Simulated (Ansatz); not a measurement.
Reaction (cleavage of the B–Si bond): `B[SiH2]OBF` + `[AsH3]` → `B[AsH2]` + `FBO[SiH3]`

Gas-phase electronic energies from Ansatz, PBE0-D4/def2-TZVP geometries. CBS: MP2 limit from def2 TZ/QZ plus the TZ coupled-cluster correction, frozen cores. Functionals use def2-TZVPP. B3LYP here is the variant with VWN-RPA as its local correlation; programs differ in this. For As outer-core shells are correlated without core-valence functions, which leaves a few kJ/mol of doubt a bond. Scalar relativity is left out up to krypton. Each species was taken in one conformer, which may not be the lowest.

```csv
level,ΔE (kJ/mol)
r2SCAN-D4,-47.0
B97M-V,-40.1
PBE0-D4,-44.2
B3LYP-D4,-43.5
r2SCANh-D4,-47.3
BHLYP-D4,-45.2
ωB97X-V,-43.0
CCSD(T)/def2-TZVPP,-48.5
```

**Question.** What does CCSD(T)/CBS give? (An estimate is asked.)

**Answer.** Computed: -49.3 kJ/mol. The listed levels differ from it by 2.3, 9.2, 5.1, 5.8, 2.0, 4.1, 6.3, 0.8 kJ/mol.

Largest T1 diagnostic among the species: 0.014.

At CCSD(T), def2-SVP lies +5.1 kJ/mol from the extrapolated value and def2-TZVPP +0.7 kJ/mol. Leaving LDA and LC-ωPBE aside and taking each functional with its dispersion term where it has one, the values, not all of them listed here, spread over 10.4 kJ/mol, from PBE-QIDH to B97M-V.
